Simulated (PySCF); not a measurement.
SMILES F[Si](F)(F)S[Si](F)(F)F (CAM-B3LYP/def2-SVP optimised geometry):

```
9

Si     0.215    -1.366    -3.033
F      1.456    -2.357    -2.978
F     -0.411    -1.452    -4.492
F      0.749     0.113    -2.772
S     -1.290    -1.859    -1.639
Si    -0.550    -0.755     0.000
F     -1.076    -1.441     1.334
F     -1.044     0.755     0.000
F      1.044    -0.755     0.000
```

Computed with PySCF with CAM-B3LYP/def2-TZVP.

What are the frontier orbital energies and the dipole moment?

HOMO-2 -13.18 eV, HOMO-1 -12.15 eV, HOMO -10.65 eV, LUMO 0.43 eV, LUMO+1 0.95 eV; dipole moment 1.12 D.

On the same geometry PBE/def2-TZVP (PySCF) gives HOMO-2 -10.14 eV, HOMO-1 -9.33 eV, HOMO -7.93 eV, LUMO -1.60 eV, LUMO+1 -1.20 eV; dipole moment 0.99 D.

Meta-Löwdin charges at CAM-B3LYP/def2-TZVP: Si1 1.61, F2 -0.48, F3 -0.47, F4 -0.48, S5 -0.37, Si6 1.61, F7 -0.47, F8 -0.48, F9 -0.48.
